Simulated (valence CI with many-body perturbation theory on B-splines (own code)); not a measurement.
## Sr XXV in brief

Computed by configuration interaction combined with many-body perturbation theory (CI+MBPT): four valence electrons over a frozen Dirac-Fock core [Ne], a basis of 11 s, 11 p, 9 d, 7 f, 5 g, 2 h, 1 i functions for each j, with the one-electron correlation potential Σ1, the two-electron term Σ2, the three-electron term Σ3, Breit, model QED; selected CI, second order for the rest (own B-spline code, finite nucleus).

No measured spectrum was set against this ion. As an estimate, levels of excited configurations hold to 0.05 to 0.15 % of their energy, terms of the ground configuration to about 0.5 %.

Names give the largest LS component (configuration and term), which can be under half, so a name can repeat, a term be missing and a line seem to break the LS rules; names also repeat where a configuration has a term twice.

Rates and lifetimes use the calculated energies. Strong lines usually hold to 10 to 20 %, long lifetimes can be off by a factor of two.

What is the ground level?

3s²3p² ³P_0, composition 82 % 3s²3p² ³P + 16 % 3s²3p² ¹S.

Where does the other parity begin?

At 3s3p³ ⁵S°_2, 537460 cm⁻¹.

How well does LS coupling describe the low levels?

Among the lowest 20 levels the leading LS term, summed over configurations, holds 71 % on average. For single configurations the figures are 65 % in LS and 73 % in jj coupling. Terms mix most in the J = 2 level at 846010 cm⁻¹, where the leading one holds 39 %.

Among levels below 1669300 cm⁻¹, which E1 lines absorb most strongly from the ground level?

to 3s²3p3d ³D°_1 at 10.29 nm, f = 0.597; to 3s3p³ ³S°_1 at 11.31 nm, f = 0.137; to 3s3p³ ³D°_1 at 15.42 nm, f = 0.108.

Name the longest-lived excited levels whose lifetime is computed, and their main decay.

3s²3p² ³P_2 at 122330 cm⁻¹ lives 4.98 ms, mostly by M1 to 3s²3p² ³P_1; 3s²3p² ³P_1 at 93049 cm⁻¹ lives 82.6 μs, mostly by M1 to 3s²3p² ³P_0; 3s²3p² ¹D_2 at 239260 cm⁻¹ lives 28.5 μs, mostly by M1 to 3s²3p² ³P_1. The lifetime of 3s²3p3d ³F°_4 is too uncertain to give, and may be longer.

What is the ionisation energy?

1164 eV; NIST lists 1165 ± 3 eV (semi-empirical).

What are the static dipole polarisabilities of the lowest levels?

3s²3p² ³P_0 0.0592; 3s²3p² ³P_1 0.0618 (tensor 0.0028); 3s²3p² ³P_2 0.0616 (tensor 0.0020); 3s²3p² ¹D_2 0.0634 (tensor 0.0039) bohr³, of which the core gives 0.000937.
